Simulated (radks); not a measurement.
Question: These are the eigenvalues of the occupied orbitals of an atom or ion with whole-number occupations (hartree). All-electron calculation, Dirac Kohn-Sham, BLYP, spin-unpolarised, spherical densities, finite nucleus; Fermi nuclear charge, rms radius of each element as measured or else 0.836 A^(1/3) + 0.57 fm. Program: a radial shooting solver on a logarithmic mesh with Libxc functionals.

1s1/2: -135.8443
2s1/2: -24.02582
2p1/2: -22.26055
2p3/2: -22.14324

Which element is it, and in what charge state? The configuration may be excited.

Answer: Z = 18, argon, charge +11: Ar11+ in 1s1 2s2 2p(1/2: 2, 3/2: 2). The list shows which subshells hold electrons but not how many an open one holds; the 1s level, -135.84 hartree, gives Z - s = 16.5 by -(Z - s)^2/2, which with screening and relativity narrows Z to a few neighbours, and the depths of the outer levels then fix element, charge and occupations together.
